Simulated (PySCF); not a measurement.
## Levels of W⁶³⁺ from EOM-EA-GCCSD

Reference: closed-shell W⁶⁴⁺, [Ne]; one electron is added. Calculated with PySCF 2.14, two-component X2C-1e with screened spin-orbit coupling, an uncontracted even-tempered set (17 s from 12 bohr⁻², ratio 2.6; 14 p from 15 bohr⁻², ratio 2.6; 6 d from 16 bohr⁻², ratio 2.8; 3 f from 330 bohr⁻², ratio 2.8); frozen 1s2; the 52 highest virtual spinors dropped; of the others 52 kept and the rest restored at second order. No Breit or QED terms. Binding energies in eV.

| level | Koopmans | second order | EOM-CCSD |
| --- | --- | --- | --- |
| 3s1/2 | 7136.8 | 7137.7 | 7137.7 |
| 3p1/2 | 6977.0 | 6978.1 | 6978.1 |
| 3p3/2 | 6600.0 | 6600.9 | 6600.9 |
| 3d3/2 | 6410.0 | 6410.8 | 6410.8 |
| 3d5/2 | 6324.8 | 6325.4 | 6325.4 |

Electric-dipole lines between these computed levels:

```tsv
lower	upper	ΔE (eV)	vacuum wavelength (nm)
3s1/2	3p1/2	159.67	7.765
3s1/2	3p3/2	536.81	2.310
3p1/2	3d3/2	567.26	2.186
3p3/2	3d3/2	190.12	6.521
3p3/2	3d5/2	275.48	4.501
```

For comparison, the ionisation energy of W⁶³⁺ is 7130 ± 7 eV (semi-empirical (NIST evaluation); NIST Atomic Spectra Database, ionization energies).

Only part of the computed levels is shown.
